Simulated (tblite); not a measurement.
Compound: C₃H₄F₃O (doublet state).
SMILES: `[O][C@H](C)C(F)(F)F`

Level: GFN2-xTB in tblite, geometry and Hessian alike; calculated harmonic values, unscaled, isolated species. This tight-binding method is rough: wavenumbers can miss measured ones by several per cent, in bad cases by 10 to 20. Open shells enter through the occupations alone, without spin polarisation, and single modes of such species can be off by tens of per cent.

Harmonic wavenumbers (cm⁻¹): 60.4, 167.4, 186.4, 214.7, 313.9, 379.3, 444.4, 496.5, 517.4, 587.3, 714.0, 765.2, 949.2, 1003.8, 1009.6, 1061.5, 1095.6, 1118.1, 1144.5, 1286.9, 1369.5, 1442.4, 1456.9, 2564.2, 3030.5, 3053.6, 3060.0.

A = 3611, B = 2415, C = 1988 MHz; mass 113.021 u (most abundant isotopes); point group C1, symmetry number 1; spin multiplicity 2.

**Question.** What is the zero-point energy?

**Answer.** ½Σν̃ = 14747 cm⁻¹ = 176.41 kJ/mol.

**Question.** Give the ideal-gas entropy at 298.15 K and 1 bar in the rigid-rotor, harmonic-oscillator model (classical rotation).

**Answer.** Translation 167.82, rotation 114.30, vibration 72.28, spin (R ln 2) 5.76: S = 360.2 J/(mol K).

**Question.** And Cp and H(298.15 K) − H(0)?

**Answer.** Cp = 116.28 J/(mol K), of which vibrations give 83.03 (their classical limit is 27 R = 224.5); H(298.15 K) − H(0) = 21.99 kJ/mol without the zero-point energy, 12.07 from vibrations.

**Question.** Which modes carry the vibrational entropy at 298.15 K?

**Answer.** 60.4 cm⁻¹: 18.59; 167.4 cm⁻¹: 10.31; 186.4 cm⁻¹: 9.47; 214.7 cm⁻¹: 8.38; 313.9 cm⁻¹: 5.61; 379.3 cm⁻¹: 4.36 J/(mol K); the other 21 give 15.55 together.

**Question.** Blend soft modes into free rotors: weight 1/[1 + (100 cm⁻¹/ν̃)⁴] for the oscillator and the rest for a rotor with moment μB/(μ + B), μ = h/(8π²ν), B = 10⁻⁴⁴ kg m². What vibrational entropy results?

**Answer.** 68.26 J/(mol K) in place of 72.28, which changes −T·S at 298.15 K by +1.20 kJ/mol.

**Question.** How do the functions run with temperature in this model?

**Answer.** 
```json
{"T (K)": "100", "S (J/(mol K))": "268.8", "Cp (J/(mol K))": "59.3", "H − H(0) (kJ/mol)": "4.41", "G − H(0) (kJ/mol)": "-22.47", "ln q(vib)": "0.77"}
{"T (K)": "200", "S (J/(mol K))": "319.4", "Cp (J/(mol K))": "89.4", "H − H(0) (kJ/mol)": "11.88", "G − H(0) (kJ/mol)": "-52.00", "ln q(vib)": "2.24"}
{"T (K)": "300", "S (J/(mol K))": "360.9", "Cp (J/(mol K))": "116.8", "H − H(0) (kJ/mol)": "22.20", "G − H(0) (kJ/mol)": "-86.06", "ln q(vib)": "3.85"}
{"T (K)": "500", "S (J/(mol K))": "431.4", "Cp (J/(mol K))": "159.8", "H − H(0) (kJ/mol)": "50.17", "G − H(0) (kJ/mol)": "-165.52", "ln q(vib)": "7.12"}
{"T (K)": "800", "S (J/(mol K))": "515.4", "Cp (J/(mol K))": "196.4", "H − H(0) (kJ/mol)": "104.21", "G − H(0) (kJ/mol)": "-308.08", "ln q(vib)": "11.75"}
{"T (K)": "1000", "S (J/(mol K))": "560.9", "Cp (J/(mol K))": "211.0", "H − H(0) (kJ/mol)": "145.04", "G − H(0) (kJ/mol)": "-415.82", "ln q(vib)": "14.55"}
```

q(vib) and H(0) count from the zero-point level.

Hindered rotation and anharmonicity are outside this model. The structure is chiral; the term R ln 2 for an equal mix with its mirror image is left out.

The run took 0.59 s wall on one thread of an Intel Xeon at 2.50 GHz, no GPU, shared host with 64 logical CPUs at a one-minute load of 62. This covers the Hessian and the dipole derivatives.

Conformer computed: `[CH3:1][C@@H:2]([O:3])[C:4]([F:5])([F:6])[F:7]`: C1–C2–C4–F5 177°.
